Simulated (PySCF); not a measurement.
Choosing a molecule for a target property.

All species are isolated and taken at one optimised geometry, non-relativistic unless stated. Electronic properties by PySCF.

The conformers computed, where there is a choice (atom-mapped SMILES and torsion angles):
- `[CH2:1]=[N:2][C@@H:3]1[CH:4]=[C:5][C@@H:6]([C:7]#[N:8])[O:9]1`: C1–N2–C3–C4 112°
- `[CH3:1][N:2][CH2:3][CH2:4][CH2:5][F:6]`: C1–N2–C3–C4 153°, N2–C3–C4–C5 -65°, C3–C4–C5–F6 -179°
- `[CH2:1][NH:2][CH2:3][CH2:4][CH2:5][F:6]`: C1–N2–C3–C4 72°, N2–C3–C4–C5 -178°, C3–C4–C5–F6 -178°
- `[CH:1]#[C:2][CH2:3][S+:4][CH2:5][CH:6]=[O:7]`: C2–C3–S4–C5 44°, C3–S4–C5–C6 60°, S4–C5–C6–O7 -23°
- `[CH3:1][O:2][CH2:3][C:4]([CH3:5])[CH3:6]`: C1–O2–C3–C4 180°, O2–C3–C4–C5 81°

Question: Wanted: smallest rotational constant between 1.1 GHz and 1.44 GHz (GFN2-xTB) and isotropic g value above 2.004 (unrestricted B3LYP/pcH-1, mean-field spin–orbit), at GFN2-xTB geometries. Which candidate meets both?
A. `C([N]C)CCF` [radical]
B. `C=N[C@@H]1C=[C][C@@H](C#N)O1` [radical]
C. `C#CC[S+]CC=O` [radical]
D. `[CH2]NCCCF` [radical]
E. `COC[C](C)C` [radical]

Answer: A. Computed values:
```
                               species  smallest rotational constant  isotropic g value
C=N[C@@H]1C=[C][C@@H](C#N)O1 [radical]                     0.994 GHz            2.00216
                  [CH2]NCCCF [radical]                     1.291 GHz            2.00284
                  C([N]C)CCF [radical]                     1.396 GHz            2.00448
                C#CC[S+]CC=O [radical]                     1.478 GHz            2.01584
                  COC[C](C)C [radical]                     1.703 GHz            2.00259
```
